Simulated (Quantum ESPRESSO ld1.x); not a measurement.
Results of a calculation; reference values are marked as such.
These are the eigenvalues of the occupied orbitals of an atom or ion with whole-number occupations (hartree). Level of theory: scalar-relativistic Kohn-Sham, LDA (Slater exchange, VWN5 correlation), spin-polarised, spherical densities, point nucleus (ld1.x of Quantum ESPRESSO 7.5).

| orbital | eigenvalue |
|---|---|
| 1s up | -847.7931 |
| 1s down | -847.7905 |
| 2s up | -124.8886 |
| 2s down | -124.8577 |
| 2p up | -112.2324 |
| 2p down | -112.2077 |
| 3s up | -24.1294 |
| 3s down | -24.1063 |
| 3p up | -19.9712 |
| 3p down | -19.9463 |
| 3d up | -13.3078 |
| 3d down | -13.2754 |
| 4s up | -5.2128 |
| 4s down | -5.0832 |
| 4p up | -4.0025 |
| 4p down | -3.8680 |
| 4d up | -2.2279 |
| 5s up | -1.6236 |

Which element is it, and in what charge state? The configuration may be excited. Open shells, if any, are filled with parallel spins first.

Answer. Z = 45, rhodium, charge +4: Rh4+ in [Kr] 4d4 5s1. The list shows which subshells hold electrons but not how many an open one holds; the 1s level, -847.79 hartree, gives Z - s = 41.2 by -(Z - s)^2/2, which with screening and relativity narrows Z to a few neighbours, and the depths of the outer levels then fix element, charge and occupations together.
